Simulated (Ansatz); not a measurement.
ZnH+, closed-shell singlet (lowest of 2S+1 = 1, 3 at CCSD(T)/def2-TZVPP on PBE0 minima; our sources give no spin for the ground state, which may be another), most abundant isotopes (63.9291 and 1.0078 u). Constants from fifth-degree fits in 1/R to seven points on the lowest solution found; no spin–orbit coupling, no relativity up to Kr; ω_e x_e and α_e move by some per cent with the fit.

Correlated levels freeze the inner cores; with def2 sets outer-core shells near the valence are correlated too. CBS: X⁻³ extrapolation of the correlation energy, Hartree–Fock from the larger set.

Codes used: Ansatz (Gaussian orbitals). 

```json
[
 {"level": "PBE/def2-TZVPP", "r_e (Å)": "1.5358", "ω_e (cm⁻¹)": "1841.7", "ω_e x_e (cm⁻¹)": "31.8", "α_e (cm⁻¹)": "0.220"},
 {"level": "CCSD(T)/CBS(def2-TZVPP, def2-QZVPP)", "r_e (Å)": "1.5096", "ω_e (cm⁻¹)": "1998.8", "ω_e x_e (cm⁻¹)": "52.8", "α_e (cm⁻¹)": "0.265"}
]
```

Task: Derive the rotational constants, the centrifugal constant, the fundamental, the zero-point energy and the force constant.

Result: 
μ = 0.99218 u.
- PBE/def2-TZVPP: B_e = 16.8576/(μ r_e²) = 7.2035 cm⁻¹; B₀ = B_e − α_e/2 = 7.0936 cm⁻¹; D = 4B_e³/ω_e² = 4.41e-04 cm⁻¹; fundamental ω_e − 2ω_e x_e = 1778 cm⁻¹; zero-point energy ω_e/2 − ω_e x_e/4 = 913 cm⁻¹; k = μ(2πcω_e)² = 198 N/m; the line J = 1 ← 0 at 2B₀ = 425.3 GHz
- CCSD(T)/CBS(def2-TZVPP, def2-QZVPP): B_e = 16.8576/(μ r_e²) = 7.4560 cm⁻¹; B₀ = B_e − α_e/2 = 7.3236 cm⁻¹; D = 4B_e³/ω_e² = 4.15e-04 cm⁻¹; fundamental ω_e − 2ω_e x_e = 1893 cm⁻¹; zero-point energy ω_e/2 − ω_e x_e/4 = 986 cm⁻¹; k = μ(2πcω_e)² = 234 N/m; the line J = 1 ← 0 at 2B₀ = 439.1 GHz

Ansatz is a program for electronic structure.
